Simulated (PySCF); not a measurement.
## Simulated characterisation data

Calculated, not measured (PySCF 2.14.0 with density-fitted response routines): GFN2-xTB structure, NMR shieldings at PBE0/pcSseg-1/GIAO. Non-relativistic Hamiltonian, one conformer, no solvent model, equivalent nuclei averaged.

Scale: $^{1}$H (σref 31.72) and $^{13}$C (σref 186.93) vs TMS (reference shieldings calculated alike). Splittings of carbon signals by F and P are missing where no couplings were computed. Where no couplings were computed, multiplicities follow the n + 1 count of equivalent neighbours, and m marks all less simple cases (inequivalent or close neighbours, rings, F or P nearby). Shifts are as computed. Against solution values, carbons near 30 ppm lie about +3 ppm off and those near 130 ppm about +5 ppm; carbons on Cl a further +6 ppm. Of 1211 compounds with measured shifts, 218 miss one by over three times the rms of a fit or turn the order of signals round; such compounds aren't used in these exercises. Carbons bonded to Cl come out too deshielded.

**1.** SMILES Cn1ccc2ccc(Cl)cc21, C9H8ClN. $^{1}$H NMR (400 MHz, computed): δ 7.89 (d, 1H), 7.43 (s, 1H), 7.43 (d, 1H), 6.91 (m, 1H), 6.67 (m, 1H), 3.86 (s, 3H). $^{13}$C{$^{1}$H} NMR (computed): δ 140.6 (C), 138.2 (C), 133.2 (CH), 133.1 (C), 126.8 (CH), 126.2 (CH), 113.4 (CH), 106.7 (CH), 34.4 (CH3).

**2.** `C[C@@H]1C[C@@]12C[C@@H]2C`, C7H12. $^{1}$H NMR (400 MHz, computed): δ 1.15 (m, 3H), 1.13 (m, 1H), 1.11 (m, 3H), 1.09 (m, 1H), 0.86 (m, 1H), 0.78 (m, 1H), 0.35 (m, 1H), 0.33 (m, 1H). $^{13}$C{$^{1}$H} NMR (computed): δ 23.7, 20.2, 19.5, 17.3, 16.1, 14.3, 13.4.

**3.** SMILES C/N=C(\OC(CC)(F)F)C, C6H11F2NO. $^{1}$H NMR (400 MHz, computed): δ 3.24 (s, 3H), 2.50 (s, 3H), 2.04 (m, 2H), 1.20 (t, 3H). $^{13}$C{$^{1}$H} NMR (computed): δ 154.1 (C), 130.6 (C), 35.2 (CH3), 35.1 (CH2), 24.5 (CH3), 8.7 (CH3).
